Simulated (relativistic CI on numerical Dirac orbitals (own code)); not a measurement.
**Hyperfine structure of Pr23+, mass number 141**

Computed by Dirac-Coulomb-Breit CI, orbitals from a KLI potential per configuration, model QED (radiative potential, 1s self-energy scaled to tabulated hydrogen-like ionisation energies), unscaled Slater integrals (own radial code, finite nucleus).

Configurations in the expansion (outside the closed core [Ar] 3d10): 4s²4p⁶, 4s²4p⁵4d, 4s4p⁶4d, 4s²4p⁵4f, 4s4p⁶4f, 4s²4p⁵5s, 4s²4p⁵5p, 4p⁶4d4f, 4p⁶4d², 4p⁵4d³, 4p⁵4d²4f, 4p⁵4d²5s, 4p⁵4d²5p, 4p⁶4f², 4p⁵4d4f², 4p⁵4f³, 4p⁵4f²5s, 4p⁵4f²5p. Double excitations out of closed p, d and f shells are left out; levels of such configurations are missing from the list, as are those of other unlisted configurations, and high levels can miss mixing partners.

Nuclear spin I = 5/2, μ = 4.266 μN, Q = -0.0589 b (tables of Stone and Pyykkö). The electronic factors are computed for point nuclear moments, without core polarisation or the Bohr-Weisskopf and QED corrections.

```
        Level  E (cm⁻¹)  A (GHz)  B (GHz)
4s²4p⁵4d ³P°1    797082    16.03   -0.488
4s²4p⁵4d ³F°3    820386    25.93     2.05
4s²4p⁵4d ³F°4    841602    17.51      1.9
4s²4p⁵4d ³D°3    889325     15.2   -0.854
4s²4p⁵4d ³D°1    950786   -11.05   -0.398
4s²4p⁵4d ³F°2   1021051    71.96   -0.834
4s²4p⁵4d ¹P°1   1190714   -35.35  0.00169
  4s4p⁶4d ³D1   1577038   -168.4   -0.144
```

Levels with J = 0, under 50 % of one LS term, or S terms without an open s electron are left out. Small factors come from cancelling terms and can be off by tens of per cent or more.

At this charge energies of transitions that change n are usually good to better than 1 %, and those within a shell (Δn = 0) to a few per cent.

Give the hyperfine levels of 4s²4p⁵4d ³F°3 relative to its centre of gravity.

With K = F(F + 1) − I(I + 1) − J(J + 1), E = AK/2 + B[¾K(K + 1) − I(I + 1)J(J + 1)]/[2I(2I − 1)J(2J − 1)]: F = 1/2: -258.1, F = 3/2: -219.7, F = 5/2: -155.6, F = 7/2: -65.44, F = 9/2: 51.25, F = 11/2: 195 GHz.

LS names give the leading component of a level, which can be under half, so a name can repeat, a term be missing and a line seem to break the LS rules.
